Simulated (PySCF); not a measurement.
Species: C6H10N (doublet state).
Numbering: `[H]/[N:7]=[C:5](\[CH:4]=[C:2](/[CH2:1])[CH3:3])[CH3:6]` (hydrogens: H8, H9 on C1; H10, H11, H12 on C3; H13 on C4; H14, H15, H16 on C6; H17 on N7)

Structure used (GFN2-xTB), in Å, numbered top down from 1:
```
atom  x, y, z in Å
C1    -0.945    1.289   -1.206
C2    -1.061    0.233   -0.359
C3    -2.423   -0.329   -0.048
C4     0.036   -0.427    0.231
C5     1.372    0.067    0.378
C6     2.426   -0.972    0.652
N7     1.766    1.286    0.351
H8    -1.817    1.769   -1.616
H9     0.009    1.648   -1.548
H10   -3.198    0.196   -0.599
H11   -2.631   -0.240    1.018
H12   -2.464   -1.385   -0.309
H13   -0.151   -1.411    0.642
H14    2.200   -1.499    1.576
H15    3.392   -0.485    0.742
H16    2.459   -1.699   -0.158
H17    1.020    1.970    0.243
```

The hyperfine couplings belong to this conformer and change with its torsions.

Method used: UKS B3LYP, pcH-1 on C H N, non-relativistic, mean-field spin-orbit, GIAO (PySCF 2.14.0). Geometry: GFN2-xTB, one conformer, isolated molecule. A GFN2-xTB geometry isn't a minimum of the functional, and hyperfine couplings can be far from their values at a DFT geometry. The frame is twisted about the C4–C5 bond at this geometry (dihedral H13–C4–C5–C6 = 19°); couplings at other torsion angles weren't computed. Stability of the SCF solution: not tested. ⟨S²⟩ is 0.782 where a pure state has 0.75.

(1) The isotropic 13C couplings are +55.9, -42.5, +40.4, -34.6, +11.3, +7.8 MHz. Assign them to C1; C2; C3; C4; C5; C6.

## Answers

(1) 
```json
{"site": "C1", "a_iso (MHz)": "+40.4", "ρ(0) (bohr⁻³)": "+0.0360", "position": "a main spin site", "distance from C4 (Å)": "2.44", "spin population": "+0.51", "largest |T| (MHz)": "74.3"}
{"site": "C2", "a_iso (MHz)": "-42.5", "ρ(0) (bohr⁻³)": "-0.0378", "position": "1 bond from C1", "distance from C4 (Å)": "1.41", "spin population": "-0.24", "largest |T| (MHz)": "26.1"}
{"site": "C3", "a_iso (MHz)": "+11.3", "ρ(0) (bohr⁻³)": "+0.0101", "position": "2 bonds from C4", "distance from C4 (Å)": "2.48", "spin population": "+0.02", "largest |T| (MHz)": "2.0"}
{"site": "C4", "a_iso (MHz)": "+55.9", "ρ(0) (bohr⁻³)": "+0.0498", "position": "largest spin population", "distance from C4 (Å)": "0.00", "spin population": "+0.67", "largest |T| (MHz)": "100.8"}
{"site": "C5", "a_iso (MHz)": "-34.6", "ρ(0) (bohr⁻³)": "-0.0308", "position": "1 bond from C4", "distance from C4 (Å)": "1.43", "spin population": "-0.15", "largest |T| (MHz)": "18.5"}
{"site": "C6", "a_iso (MHz)": "+7.8", "ρ(0) (bohr⁻³)": "+0.0070", "position": "2 bonds from C4", "distance from C4 (Å)": "2.49", "spin population": "+0.01", "largest |T| (MHz)": "2.1"}
```

ρ(0) is the spin density at the nucleus and T the dipolar tensor; entries for several nuclei are means. The Mulliken spin populations are largest on C4 (+0.67), C1 (+0.51), N7 (+0.28) and C2 (-0.24). Three atoms exceed +0.15. The angles at C4 add up to 360.0°, so it is planar; its axial dipolar tensor and the negative coupling of its proton fit spin in a p orbital normal to that plane. Main spin sites, with 60 % or more of the largest population: C1, C4; positions count bonds from the nearest.

Class means assume fast exchange of nuclei equivalent by connectivity; if that motion is slow, each nucleus keeps its own coupling. H8 and H9 aren't averaged: C1 is flat or nearly so (angle sum 360°), and its turn about the short C1–C2 bond (1.36 Å) is taken as slow. The three 1H nuclei of mean -10.5 MHz run from -16.4 to -1.1 MHz in the frozen geometry. The three 1H nuclei of mean -5.9 MHz run from -8.9 to -0.1 MHz in the frozen geometry.

C1, the radical centre as drawn in `[H]/N=C(C)\C=C(/[CH2])C`, holds a spin population of +0.51 out of 1.

On one thread, Arm Neoverse V2 (aarch64), on a shared host, this took 60 s (with the writing of density and orbital grids) and 0.98 GiB of memory at its peak.
